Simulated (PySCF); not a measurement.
## Electron correlation in Re²⁺ (rhenium, charge +2)

[Xe] 4f14 5d5, high-spin 6S determinant. Computed with PySCF 2.14 in aug-cc-pwCVDZ-PP with ECP60MDF (6s6p5d3f, 70 functions), with scalar relativity through the core potential. Frozen: 5s2 5p6; 5 electrons correlated.

```tsv
level	correlation energy (mhartree)
CCSD	-56.07
(T)	-0.36
CCSD(T)	-56.43
```

Diagnostics: T1 = 0.00092, D1 = 0.0013, largest double amplitude 0.022.

Is a single reference adequate?

Yes, within this model without spin-orbit coupling: T1 lies below 0.03 and no double amplitude reaches 0.07.
